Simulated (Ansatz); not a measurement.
# Changing the shape of ZnH₂, singlet

Computed with Ansatz's Gaussian-basis code (development build). Basis def2-SVP, nonrelativistic, 5 orbitals frozen in the corrections; active space CAS(14,8). Restricted Hartree–Fock, then the lowest state-specific CASSCF solution met for each case. A CASSCF solution shown is a saddle point in the orbitals. The basis is small, far from the limit. Single-reference values can break down or jump between states where bonds are stretched. Solutions in different active orbitals can move differences by tenths of an eV and at times more than 1 eV.

Case A:

```xyz
3

H     0.0000    0.0000    1.5240
Zn    0.0000    0.0000    0.0000
H     0.0000    0.0000   -1.5240
```

Case B. A bond is stretched, to 1.49 times the sum of the covalent radii.

```xyz
3

H     0.0000    0.0000    2.2860
Zn    0.0000    0.0000    0.0000
H     0.0000    0.0000   -1.5240
```

Energy less that of case A, in eV:

```json
{"case": "B", "RHF/ROHF": "+1.475", "CASSCF": "+1.123"}
```

(1) Give the SC-NEVPT2 energies against case A.

Results:

(1) B: +1.192 eV (27.5 kcal/mol).
